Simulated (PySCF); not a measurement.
Bonds: Si1-C3, Si1-C10, Si1-C17, C3-C4, C10-C11, C17-C18. Si1 carries H2; C3 carries H5, H6; C4 carries H7, H8, H9; C10 carries H12, H13; C11 carries H14, H15, H16; C17 carries H19, H20; C18 carries H21, H22, H23.

Geometry: PBE0-D3(BJ)/def2-SVP; GIAO absolute shieldings from PySCF 2.14, gas phase, non-relativistic, averaged over equivalent atoms.

At B3LYP/pcSseg-1 (206 basis functions):
```json
{"atoms": "Si1", "σ (ppm)": "336.7"}
{"atoms": "H2", "σ (ppm)": "27.63"}
{"atoms": "H7/H8/H9/H14/H15/H16/H21/H22/H23", "σ (ppm)": "30.35"}
{"atoms": "H5/H6/H12/H13/H19/H20", "σ (ppm)": "30.91"}
{"atoms": "C4/C11/C18", "σ (ppm)": "168.7"}
{"atoms": "C3/C10/C17", "σ (ppm)": "172.8"}
```

Task: Estimate the result of repeating the calculation with PBE0/pcSseg-1.

Result: 
```tsv
atoms	σ at PBE0/pcSseg-1	change
Si1	351.6	+14.9
H2	27.43	-0.20
H7/H8/H9/H14/H15/H16/H21/H22/H23	30.26	-0.09
H5/H6/H12/H13/H19/H20	30.81	-0.10
C4/C11/C18	174.4	+5.7
C3/C10/C17	179.2	+6.4
```

The largest change is at Si1 (silicon bonded to 3 C, H). Cost: 206 basis functions.
